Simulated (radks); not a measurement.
Values are calculated unless marked as measured or tabulated.
Valence configurations of Si II (all share [Ne]). Code: a radial shooting solver on a logarithmic mesh with Libxc functionals. Model: scalar-relativistic Kohn-Sham, PBE, spin-polarised, spherical densities, point nucleus; open shells are filled with parallel spins first. Energies are relative to 3s2 3p1; eigenvalues in eV for spin up.

3s2 3p1: E (eV) 0.000; moment (Bohr magnetons) 1; e(3p) -12.115; e(3s) -19.503
3p3: E (eV) 12.819; moment (Bohr magnetons) 3; e(3p) -13.840
3s1 3p2: E (eV) 5.181; moment (Bohr magnetons) 3; e(3p) -13.273; e(3s) -20.886
3s1.5 3p1.5: E (eV) 2.858; moment (Bohr magnetons) 2; e(3p) -12.759; e(3s) -20.253
3s0.5 3p2.5: E (eV) 8.994; moment (Bohr magnetons) 3; e(3p) -13.562; e(3s) -21.201

NIST lists [Ne] 3s2 3p1 as the ground configuration; this level of theory agrees among the configurations tried. The energies are those of spherical high-spin densities, not of single terms.
